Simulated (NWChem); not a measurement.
# Lowest excitation of H$_{3}$O$_{2}$ (+1)

SMILES: O[OH2+]
```xyz
5

O     -0.6509     0.4324     0.0000
O      0.5529    -0.3693     0.0000
H     -1.3383    -0.2763     0.0000
H      1.0613    -0.1146     0.8131
H      1.0613    -0.1146    -0.8131
```
Charge +1, spin multiplicity 1.

All runs are NWChem calculations. Structure: optimised with B3LYP/def2-SVP, a minimum by its harmonic frequencies. It is one conformer; others weren't searched.

Basis set: aug-cc-pVDZ. CR-EOMCCSD(T) is the triples correction to the same EOM-CCSD root.

```json
[
 {"method": "CIS", "lowest vertical singlet excitation energy (eV)": "6.21", "difference from EOM-CCSD": "+0.10"},
 {"method": "TD-LDA (SVWN5)", "lowest vertical singlet excitation energy (eV)": "5.59", "difference from EOM-CCSD": "-0.53"},
 {"method": "TD-PBE", "lowest vertical singlet excitation energy (eV)": "5.64", "difference from EOM-CCSD": "-0.48"},
 {"method": "TD-B3LYP", "lowest vertical singlet excitation energy (eV)": "5.72", "difference from EOM-CCSD": "-0.40"},
 {"method": "EOM-CCSD", "lowest vertical singlet excitation energy (eV)": "6.12", "difference from EOM-CCSD": "0.00"},
 {"method": "CR-EOMCCSD(T)", "lowest vertical singlet excitation energy (eV)": "5.91", "difference from EOM-CCSD": "-0.21"}
]
```

The values span 0.63 eV, from TD-LDA (SVWN5) (lowest) to CIS (highest). 

The correlated methods keep 2 core orbitals frozen. B3LYP has NWChem's definition, with VWN1-RPA local correlation. The structure started from a generated list of species. No row is a measurement; the coupled-cluster row has its own basis-set and correlation limits.
